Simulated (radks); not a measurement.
The numbers below are computed, except where a source is named.
Question: Radial electron density D(r) = 4 pi r^2 rho(r) of an atom or ion with 29 electrons. Level of theory: scalar-relativistic Kohn-Sham, r2SCAN, spin-polarised, spherical densities, finite nucleus; meta-GGA in the generalised Kohn-Sham scheme; Fermi nuclear charge, rms radius of each element as measured or else 0.836 A^(1/3) + 0.57 fm (a radial shooting solver on a logarithmic mesh with Libxc functionals).

```
   r/bohr * D(r) (the largest magnitude, 85.7, reaches the edge; | marks zero)
 0.002911 |      *
 0.003701 |         *
 0.004743 |             *
 0.006029 |                  *
 0.007726 |                        *
 0.009822 |                               *
  0.01259 |                                     *
  0.01613 |                                         *
   0.0205 |                                          *
  0.02628 |                                        *
   0.0334 |                                     *
   0.0428 |                                     *
  0.05441 |                                          *
  0.06973 |                                                   *
  0.08936 |                                                      *
   0.1136 |                                                *
   0.1456 |                                      *
   0.1851 |                                     *
   0.2371 |                                          *
   0.3015 |                                       *
   0.3863 |                        *
    0.495 |         *
   0.6293 |  *
   0.8064 |*
    1.025 *
    1.314 *
     1.67 *
```

What is the nuclear charge?

Answer: Z = 52. The innermost maximum, from 1s, lies near gamma/Z bohr with gamma = sqrt(1 - (Z/c)^2) = 0.925, here 0.0178 bohr (found: 0.0194), and its height grows with Z. The density is that of the tellurium ion Te23+ in [Ar] 3d10 4s1; the configuration itself is not fixed sharply by these data, and Z only to a few units. D(r) has 3 maxima, at r = 0.0194, 0.0865, 0.255 bohr, and minima at 0.0383, 0.168 bohr, inside which lie 1.99, 11.25 electrons.
